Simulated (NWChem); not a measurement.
System: HgI₂; SMILES [I][Hg][I]

Here is an NWChem input.

```
start job
memory heap 200 mb stack 700 mb global 900 mb
geometry units angstroms noautoz
  Hg     0.000000     0.000000     0.000000
  I      0.000000     0.000000     2.607713
  I      0.000000     0.000000    -2.607713
end
basis spherical
  * library def2-svpd
end
ecp
  I library def2-ecp
  Hg library def2-ecp
end
dft
  xc hfexch
  iterations 150
  mulliken
end
task dft energy
```

Output (shortened):

```
             Northwest Computational Chemistry Package (NWChem) 7.3.0
             --------------------------------------------------------

 ORDER OF PRIMARY AXIS IS BEING SET TO 4
 D4H symmetry detected

                             Geometry "geometry" -> ""
                             -------------------------

 Output coordinates in angstroms (scale by  1.889725989 to convert to a.u.)

  No.       Tag          Charge          X              Y              Z
 ---- ---------------- ---------- -------------- -------------- --------------
    1 Hg                  80.0000     0.00000000     0.00000000     0.00000000
    2 I                   53.0000     0.00000000     0.00000000     2.60771300
    3 I                   53.0000     0.00000000     0.00000000    -2.60771300

 Effective nuclear repulsion energy (a.u.)    2005.8390312651

      Symmetry information
      --------------------

 Group name             D4h
 Group number             28
 Group order              16
 No. of unique centers     2

 Summary of "ao basis" -> "ao basis" (spherical)
 ------------------------------------------------------------------------------
       Tag                 Description            Shells   Functions and Types
 ---------------- ------------------------------  ------  ---------------------
 Hg                        def2-svpd                13       35   6s4p2d1f
 I                         def2-svpd                13       35   5s5p3d

      Symmetry analysis of basis
      --------------------------

        a1g        21
        a1u         0
        a2g         0
        a2u        18
        b1g         5
        b1u         4
        b2g         5
        b2u         4
        eg         20
        eu         28

            General Information
            -------------------
          SCF calculation type: DFT
          Wavefunction type:  closed shell.
          No. of atoms     :     3
          No. of electrons :    70
           Alpha electrons :    35
            Beta electrons :    35
          Charge           :     0
          Spin multiplicity:     1
          Use of symmetry is: on ; symmetry adaption is: on
          Maximum number of iterations: 150
          AO basis - number of functions:   105
                     number of shells:    39
          Convergence on energy requested:  1.00D-06
          Convergence on density requested:  1.00D-05
          Convergence on gradient requested:  5.00D-04

              XC Information
              --------------
                     Hartree-Fock (Exact) Exchange  1.000

      Superposition of Atomic Density Guess
      -------------------------------------

 Sum of atomic energies:        -868.39759929

      Non-variational initial energy
      ------------------------------

 Total energy =    -746.194063
 1-e energy   =   -1837.164296
 2-e energy   =     824.627602
 HOMO         =      -0.338329
 LUMO         =      -0.068518

      Symmetry analysis of molecular orbitals - initial
      -------------------------------------------------

 !! scf_movecs_sym_adapt:   18 vectors were symmetry contaminated

  Symmetry fudging

 !! scf_movecs_sym_adapt:   10 vectors were symmetry contaminated

  Numbering of irreducible representations:

     1 a1g         2 a1u         3 a2g         4 a2u         5 b1g
     6 b1u         7 b2g         8 b2u         9 eg         10 eu

  Orbital symmetries:

     1 a1g         2 a2u         3 a1g         4 a2u         5 eg
     6 eg          7 eu          8 eu          9 a1g        10 a2u
    11 eu         12 eu         13 a1g        14 a2u        15 eg
    16 eg         17 eu         18 eu         19 b2g        20 b1g
    21 b1u        22 b2u        23 a1g        24 a2u        25 a1g
    26 eg         27 eg         28 b1g        29 b2g        30 a1g
    31 a2u        32 eu         33 eu         34 eg         35 eg
    36 a1g        37 eu         38 eu         39 a2u        40 a1g
    41 eg         42 eg         43 eu         44 eu         45 a1g

     ---------------------------------------------
      Total Density - Mulliken Population Analysis
     ---------------------------------------------

    Atom       Charge   Shell Charges
 -----------   ------   -------------------------------------------------------
    1 Hg  20    19.01   0.12 -0.54  1.77  0.65  0.61  0.37  5.57  0.45 -0.15  0.20  8.86  1.09  0.00
    2 I   25    25.50   1.83  0.22  1.24  0.67  0.00  2.92  3.13  2.64  2.73  0.09  9.83  0.19  0.00
    3 I   25    25.50   1.83  0.22  1.24  0.67  0.00  2.92  3.13  2.64  2.73  0.09  9.83  0.19  0.00

 !! scf_movecs_sym_adapt:   18 vectors were symmetry contaminated

  Symmetry fudging

 !! scf_movecs_sym_adapt:   18 vectors were symmetry contaminated

   convergence    iter        energy       DeltaE   RMS-Dens  Diis-err
 ---------------- ----- ----------------- --------- --------- ---------
 d= 0,ls=0.0,diis     1   -745.8857352073 -1.01D+03  7.59D-03  2.05D-01

 !! scf_movecs_sym_adapt:   18 vectors were symmetry contaminated

  Symmetry fudging

 !! scf_movecs_sym_adapt:   18 vectors were symmetry contaminated

 d= 0,ls=0.0,diis     2   -745.9138924429 -2.82D-02  2.85D-03  8.56D-02

 !! scf_movecs_sym_adapt:   12 vectors were symmetry contaminated

  Symmetry fudging

 !! scf_movecs_sym_adapt:    4 vectors were symmetry contaminated

 d= 0,ls=0.0,diis     3   -745.9254241574 -1.15D-02  6.88D-04  9.83D-04

 !! scf_movecs_sym_adapt:   12 vectors were symmetry contaminated

  Symmetry fudging

 !! scf_movecs_sym_adapt:    2 vectors were symmetry contaminated

 d= 0,ls=0.0,diis     4   -745.9257890437 -3.65D-04  1.88D-04  8.16D-05

 !! scf_movecs_sym_adapt:   12 vectors were symmetry contaminated

  Symmetry fudging

 !! scf_movecs_sym_adapt:    8 vectors were symmetry contaminated

 d= 0,ls=0.0,diis     5   -745.9258170717 -2.80D-05  5.57D-05  4.64D-06

 !! scf_movecs_sym_adapt:    4 vectors were symmetry contaminated

[...]
```

Level: Hartree-Fock/def2-SVPD with def2 effective core potentials on I, Hg. Structure relaxed at the PBE0/def2-SVP level. def2 effective core potentials on I, Hg; no spin-orbit coupling.
